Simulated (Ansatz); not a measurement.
The lowest singlet and triplet of CH2O (SMILES [CH]O); geometries from B3LYP-D3(BJ)/def2-TZVP, each state relaxed from the structure named, with no frequency check.
Singlet at the triplet's geometry (charge 0, multiplicity 1):
```xyz
4

C      0.670     0.075    -0.297
O     -0.546     0.066     0.243
H      1.515    -0.493     0.097
H     -1.166    -0.491    -0.255
```

A positive gap puts the triplet lower; no zero-point energy. R- takes a restricted singlet. U- takes an unrestricted singlet (broken symmetry where lower, unprojected). The triplet is unrestricted in single-reference levels. Active spaces average the two states.

Frozen-core correlation.

Programs: Ansatz (an electronic-structure program) with Gaussian orbitals. 

```csv
level,"gap E(singlet) − E(triplet), vertical, at the triplet's geometry (kcal/mol)"
U-HF/cc-pVDZ (spin-contaminated),12.50
U-PBE/def2-TZVPP (spin-contaminated),5.42
R-PBE0/def2-TZVPP,18.92
U-B2PLYP/def2-TZVPP (spin-contaminated),4.99
R-MP2/cc-pVTZ,15.47
U-CCSD(T)/cc-pVDZ (spin-contaminated),6.34
"SC-NEVPT2 on SA-CASSCF(2,2)/cc-pVDZ",14.95
"SC-NEVPT2 on SA-CASSCF(2,2)/cc-pVQZ",10.68
"FIC-MRCISD+Q on SA-CASSCF(2,2)/cc-pVDZ",___
```

Problem. Complete the blanks.

Solution. 
- FIC-MRCISD+Q on SA-CASSCF(2,2)/cc-pVDZ, gap E(singlet) − E(triplet), vertical, at the triplet's geometry (kcal/mol): 13.95

Doubts at one or more of the structures used: a restricted determinant that unrestricted orbitals would lower (R-PBE0/def2-TZVPP, R-MP2/cc-pVTZ); the program's own flag: other amplitudes (U-CCSD(T)/cc-pVDZ (spin-contaminated)).
